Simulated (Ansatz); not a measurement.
F$_{2}$H$_{2}$N$_{2}$W (`[NH]=[W](=[NH])([F])[F]`), relaxed with RKS PBE0-D4/def2-TZVP in Ansatz from a PBE-D4/def2-SVP geometry. The force threshold is 0.005 eV/Å; the program also tests the step.

Charge 0, multiplicity 1. W takes the def2 core potential.

Start:

```xyz
7

N    -0.771    0.444    1.214
W     0.205    0.457   -0.248
N     0.434   -1.194   -0.807
F    -0.786    1.365   -1.576
F     1.906    1.130    0.221
H    -1.311    0.009    1.967
H     0.323   -2.211   -0.772
```

```tsv
step	energy (eV)	largest force (eV/Å)	largest move (Å)
1	-10271.2507	1.083	0.000
2	-10271.3019	0.493	0.041
3	-10271.3054	0.039	0.014
4	-10271.3055	0.011	0.004
5	-10271.3056	0.014	0.003
6	-10271.3056	0.005	0.006
```

End:

```xyz
7

N    -0.771    0.433    1.212
W     0.194    0.432   -0.235
N     0.428   -1.196   -0.798
F    -0.742    1.369   -1.552
F     1.869    1.142    0.190
H    -1.305    0.019    1.959
H     0.326   -2.198   -0.776
```

Run time 12 s (4 threads of a server CPU on a shared host); peak host memory 0.42 GiB.
